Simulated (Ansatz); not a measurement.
Molecule: tribromo(fluoro)germane, sum formula GeBr₃F, net charge 0, singlet state. SMILES: [F][Ge]([Br])([Br])[Br]
Geometry: optimised at B3LYP-D3(BJ)/def2-TZVP (Ansatz, an electronic-structure program).

Quantity: vertical ionisation energy (to the doublet state of charge +1; each state is the SCF solution reached for its spin; the molecule has degenerate orbitals, so one determinant may break the symmetry), in eV. Cores are frozen in the correlated levels unless marked. UHF or UKS for open shells. Spin-orbit coupling is left out. The frozen core is the preceding noble-gas configuration, with the filled d and f shells of earlier blocks. Non-relativistic. CBS(X,Y): correlation extrapolated as X^-3; Hartree-Fock from the larger set. The bracket is a focal-point correction in the basis named.

```
level                                                          program  vertical ionisation energy (eV)
-------------------------------------------------------------  -------  -------------------------------
SVWN5/def2-TZVPD                                                Ansatz                            10.50
PBE/def2-TZVPD                                                  Ansatz                            10.30
r2SCAN/def2-TZVPD                                               Ansatz                            10.60
B3LYP/def2-TZVPD                                                Ansatz                                …
PBE0/def2-TZVPD                                                 Ansatz                            10.85
CAM-B3LYP/def2-TZVPD                                            Ansatz                            11.20
wB97X-V/def2-TZVPD                                              Ansatz                                …
B2PLYP/def2-TZVPD                                               Ansatz                            10.92
SCS-MP2/aug-cc-pVDZ                                             Ansatz                            11.40
CCSD/aug-cc-pVDZ                                                Ansatz                            11.24
CCSD/aug-cc-pVTZ                                                Ansatz                                …
RI-MP2/CBS(aug-cc-pVTZ,aug-cc-pVQZ)+[CCSD(T)-MP2]/aug-cc-pVTZ   Ansatz                                …
```

**Question.** Some entries are withheld; supply them.

**Answer.** 
- B3LYP/def2-TZVPD, vertical ionisation energy (eV): 10.73
- wB97X-V/def2-TZVPD, vertical ionisation energy (eV): 11.43
- CCSD/aug-cc-pVTZ, vertical ionisation energy (eV): 11.36
- RI-MP2/CBS(aug-cc-pVTZ,aug-cc-pVQZ)+[CCSD(T)-MP2]/aug-cc-pVTZ, vertical ionisation energy (eV): 11.49
